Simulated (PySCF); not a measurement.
**How methods differ on the ionisation energy of Cd³⁵⁺**

Cd³⁵⁺ [Ne] 3s2 3p1 (2P) → Cd³⁶⁺ [Ne] 3s2 (1S), as a difference of total energies. All numbers are calculated (PySCF 2.14, the spin-free X2C one-electron Hamiltonian (Gaussian nucleus), in an even-tempered Gaussian basis (18 s from 5.3 bohr⁻², ratio 2.5; 12 p from 6.9 bohr⁻², ratio 2.5; 4 d from 29 bohr⁻², ratio 2.7; 4 f from 43 bohr⁻², ratio 2.7)). Correlated levels: outer shells: 1s2 frozen; virtual orbitals above 40 to 60 times the deepest correlated orbital energy dropped. The calculations carry no spin-orbit coupling.

```
                method  ionisation energy (eV)
                   UHF                  2239.3
    MP2 (outer shells)                  2239.7
SCS-MP2 (outer shells)                  2239.6
   CCSD (outer shells)                  2239.7
CCSD(T) (outer shells)                  2239.7
```

A first-order spin-orbit estimate (lowest level to lowest level, LS coupling) adds 30.501 eV.

Breit and QED terms and the two-electron picture change are absent.

For comparison: 2250 ± 10 eV (semi-empirical (NIST evaluation); NIST Atomic Spectra Database, ionization energies).
